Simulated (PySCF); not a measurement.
**The second ionisation energy along group 12**

All values are computed (PySCF 2.14, energy differences of UHF-based or UKS calculations, no spin-orbit coupling). Values in eV. The last column holds reference values (NIST; (s) semi-empirical, (t) theoretical, else measured). Unmarked ones compare directly (S terms, centres of terms, or small fine structure); those marked * lie between the lowest fine-structure levels and include a spin-orbit shift.

```
                           element                       configurations     UHF  MP2 (valence)  SCS-MP2 (valence)  CCSD (valence)  CCSD(T) (valence)  reference
Zn (cc-pVDZ-PP with ECP10MDF, ECP)            [Ar] 3d10 4s1 → [Ar] 3d10  16.760         17.373             17.266          17.299             17.344     17.964
Cd (cc-pVDZ-PP with ECP28MDF, ECP)            [Kr] 4d10 5s1 → [Kr] 4d10  15.466         16.242             16.106          16.156             16.186     16.908
Hg (cc-pVDZ-PP with ECP60MDF, ECP)  [Xe] 4f14 5d10 6s1 → [Xe] 4f14 5d10  17.036         18.194             18.024          18.025             18.055     18.757
```

```csv
method,elements,mean error (eV),mean absolute error (eV),largest error (eV)
UHF,3,-1.456,1.456,-1.721
MP2 (valence),3,-0.607,0.607,-0.666
SCS-MP2 (valence),3,-0.744,0.744,-0.802
CCSD (valence),3,-0.716,0.716,-0.752
CCSD(T) (valence),3,-0.682,0.682,-0.722
```

Errors include the incompleteness of the basis and the frozen core.

"Valence" correlates the outer s and p shells and, in groups 3 to 12 and the f block, the outer d or f shell, open or full, or the next shell where the ion has no valence electron left; the wider scheme adds the next inner shell.
